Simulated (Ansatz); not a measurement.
Gas-phase electronic energies from Ansatz, PBE0-D4/def2-TZVP geometries. CCSD(T)/CBS adds triple-zeta CCSD(T) − MP2 to the extrapolated MP2 energy (def2 sets, frozen cores). This one scheme is used for every species. Functionals use def2-TZVPP. One conformer a species, not always the lowest.

`B[SiH](O)F` → `BO` + `F[SiH]`  (silylene formation by 1,1-elimination)

| level | ΔE (kcal/mol) |
| --- | --- |
| BHLYP-D4 | 34.9 |
| PBE | 29.7 |

(1) What does CCSD(T)/CBS give? (An estimate is asked.)

Largest T1 diagnostic among the species: 0.015.

## Answers

(1) The calculation gave: +33.7 kcal/mol. The listed levels differ from it by 1.2, -4.0 kcal/mol.

The D4 term adds +2.6 kcal/mol with B3LYP and +1.4 kcal/mol with PBE0; it sums over pairs of atoms, weighted by their polarisabilities, and B3LYP, whose exchange is more repulsive, gets the larger term. From PBE to PBE0 (25 % exact exchange), in def2-TZVPP and without D4, ΔE moves by +3.9 kcal/mol.

B3LYP here is the variant with VWN-RPA as its local correlation; programs differ in this.
